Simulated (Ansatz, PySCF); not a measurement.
This PySCF input computes a SVWN5/def2-TZVPD energy:

```python
from pyscf import gto, scf, dft

mol = gto.M(
    atom='''
    Si    1.53134143   -0.27859704    0.40441840
    N     0.09760270    0.00055726   -0.78035656
    Si   -1.58382354    0.27829740    0.01518840
    H     2.72978987   -0.19409673   -0.43929995
    H     1.38139446    0.81744690    1.37018876
    H     1.25183386   -1.61148860    0.95129658
    H     0.03898554   -0.79850976   -1.41703066
    H    -1.67616824   -0.81912990    0.98659697
    H    -2.53753414    0.19519441   -1.09782984
    H    -1.44785458    1.61036943    0.61593516
    H     0.31108382    0.80050845   -1.38185624
    ''',
    basis='def2-tzvpd',
    charge=1,
    spin=0,
    verbose=4,
)

mf = dft.RKS(mol, xc='svwn').density_fit(auxbasis='def2-universal-jkfit')
mf.grids.level = 3
mf.conv_tol = 1e-9
mf.max_cycle = 100
mf.max_memory = 1500
mf.kernel()
if not mf.converged:
    mf = mf.newton()
    mf.kernel(mf.make_rdm1())
mf.analyze()
```

Write an input for the same energy in Ansatz (a quantum-chemistry and plane-wave program) and say what it gives.


Ansatz 0.2 input:
```yaml
crystal:
  periodic: [false, false, false]
  atoms:
    - {symbol: Si, position_ang: [1.53134143, -0.27859704, 0.40441840]}
    - {symbol: N, position_ang: [0.09760270, 0.00055726, -0.78035656]}
    - {symbol: Si, position_ang: [-1.58382354, 0.27829740, 0.01518840]}
    - {symbol: H, position_ang: [2.72978987, -0.19409673, -0.43929995]}
    - {symbol: H, position_ang: [1.38139446, 0.81744690, 1.37018876]}
    - {symbol: H, position_ang: [1.25183386, -1.61148860, 0.95129658]}
    - {symbol: H, position_ang: [0.03898554, -0.79850976, -1.41703066]}
    - {symbol: H, position_ang: [-1.67616824, -0.81912990, 0.98659697]}
    - {symbol: H, position_ang: [-2.53753414, 0.19519441, -1.09782984]}
    - {symbol: H, position_ang: [-1.44785458, 1.61036943, 0.61593516]}
    - {symbol: H, position_ang: [0.31108382, 0.80050845, -1.38185624]}
basis:
  gaussian:
    orbitals: def2-TZVPD
hamiltonian:
  xc: {name: SVWN5}
total_charge: 1
output: {forces: true}
```
It gives -635.52309 Eh, and PySCF -635.52320 Eh, a difference of 0.11 mEh, from the treatment of integrals and grids.

It need not be the lowest isomer of its formula.
